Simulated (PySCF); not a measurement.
An unknown is described by computed data only.

Formula: C7H10O.

* UV, strongest line: among the 6 lowest singlet transitions: S5 at 7.18 eV (173 nm, f = 0.081) [TDDFT PBE0/def2-SVPD]
* Dipole: 3.16 D [PBE0/def2-SVPD]
* 1H NMR: chemical shifts (computed TMS as zero) by class: 10.26 (1 H), 2.42 (1 H), 1.94 (2 H), 1.80 (2 H), 1.78 (2 H), 0.99 (2 H) ppm [GIAO PBE0/pcSseg-1]
* 13C NMR: chemical shifts (computed TMS as zero) by class: 205.8 (1 C), 61.1 (1 C), 41.1 (2 C), 40.1 (1 C), 30.7 (1 C), 27.3 (1 C) ppm [GIAO PBE0/pcSseg-1]
* UV, first state: lowest singlet excitation: 4.15 eV (299 nm, f = 0.000) [TDDFT PBE0/def2-SVPD]
* NMR, other nuclei: isotropic shieldings of nuclei other than C and H, by class: -363 (1 O) ppm [GIAO PBE0/pcSseg-1]
* Rotational structure: rotational constants A, B, C: 4.260, 1.730, 1.535 GHz [GFN2-xTB]
* Triplet: lowest triplet excitation (Tamm–Dancoff): 3.51 eV [TDA PBE0/def2-SVPD]
* Polarisability: 78.3 au [PBE0/def2-SVPD]

The electronic properties come from PySCF, for the isolated species, density fitting. Levels stand in brackets. Geometry: GFN2-xTB, one conformer, isolated molecule. Each NMR value is the plain mean over a class of atoms that symmetry, rotation or inversion makes alike.

**Question.** What is the compound? Reason from the data.

**Answer.** Numbering: `[O:1]=[CH:2][C@:3]12[CH2:4][CH2:5][C@H:6]([CH2:7]1)[CH2:8]2`. Its formula, C7H10O, gives 3 degrees of unsaturation: 2 rings and 1 π bond in the structure found. 7 carbons fall into 6 classes; from least to most shielded: aldehyde carbon [C2] (205.8 ppm), sp3 carbon at a ring junction [C3] (61.1 ppm), four-membered-ring carbon [C7/C8] (41.1 ppm, 2 C), sp3 carbon at a ring junction [C6] (40.1 ppm), ring CH2 carbon [C5] (30.7 ppm), ring CH2 carbon [C4] (27.3 ppm). Hydrogen classes from least to most shielded: 1 H on an aldehyde carbon, C2 (10.26 ppm), 1 H on an sp3 carbon at a ring junction, C6 (2.42 ppm), 2 H on 2 four-membered-ring carbons, C7/C8 (1.94 ppm), 2 H on a ring CH2 carbon, C4 (1.80 ppm), 2 H on a ring CH2 carbon, C5 (1.78 ppm), 2 H on 2 four-membered-ring carbons, C7/C8 (0.99 ppm). The other shieldings belong to: -363 ppm, aldehyde oxygen [O1]. S1 is mainly HOMO→LUMO (weight 0.98); the largest Löwdin shares of the orbital it empties are 0.57 on the aldehyde oxygen, 0.16 on the aldehyde carbon, 0.10 on an sp3 carbon at a ring junction and 0.09 on the formyl hydrogen, of the orbital it fills 0.38 on the aldehyde carbon, 0.34 on the aldehyde oxygen, 0.07 on an sp3 carbon at a ring junction and 0.06 on the formyl hydrogen. The optimised geometry has point group Cs and is an asymmetric top. Structure: `O=C[C@]12CC[C@H](C1)C2`. Computed isomers that give other values at the same levels: `C=CC(C=C)=CCO` (13C chemical shifts (computed TMS as zero) by class: 145.6 (1 C), 143.4 (1 C), 143.1 (1 C), 139.4 (1 C), 128.7 (1 C), 123.4 (1 C), 66.9 (1 C) ppm); `C=C[C@@H]1C=CO[C@@H]1C` (13C chemical shifts (computed TMS as zero) by class: 153.7 (1 C), 149.4 (1 C), 121.5 (1 C), 107.5 (1 C), 82.5 (1 C), 56.6 (1 C), 20.4 (1 C) ppm); `O=C1C[C@@H]2CC[C@H]1C2` (13C chemical shifts (computed TMS as zero) by class: 219.8 (1 C), 52.6 (1 C), 47.5 (1 C), 39.1 (1 C), 38.3 (1 C), 30.6 (1 C), 27.1 (1 C) ppm). The assignments are read from this structure; whether some other isomer fits the data as well wasn't checked.
